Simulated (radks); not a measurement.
Spin polarisation of the 4f7 shell in Eu2+. Start: [Xe] 4f(up 3.5, down 3.5); electrons of 4f are moved from spin down to spin up, other shells keep equal spins. Method: scalar-relativistic Kohn-Sham, r2SCAN, spin-polarised, spherical densities, finite nucleus; meta-GGA in the generalised Kohn-Sham scheme; Fermi nuclear charge, rms radius of each element as measured or else 0.836 A^(1/3) + 0.57 fm; computed with a radial shooting solver on a logarithmic mesh with Libxc functionals.

moment (Bohr magnetons)  E - E(0) (eV)  e(4f up) (eV)  e(4f down) (eV)  5p down minus up (eV)  5s down minus up (eV)  4d down minus up (eV)
0                                0.000        -15.671          -15.671                  0.000                 0.000                  0.000
1                               -0.237        -16.123          -15.174                  0.372                  0.535                  1.079
2                               -0.950        -16.528          -14.631                  0.746                  1.071                  2.157
3                               -2.135        -16.884          -14.042                  1.124                  1.609                  3.232
4                               -3.793        -17.187          -13.405                  1.508                  2.151                  4.302
5                               -5.919        -17.434          -12.717                  1.900                  2.699                  5.365
6                               -8.512        -17.619          -11.975                  2.303                  3.255                  6.419
7                              -11.566        -17.736          -11.171                  2.720                  3.822                  7.461

At moment 7 the spin-polarisation energy is -11.566 eV and the 4f exchange splitting 6.565 eV, that is 0.938 eV per Bohr magneton; E = -I m^2/4 would give I = 0.944 eV.
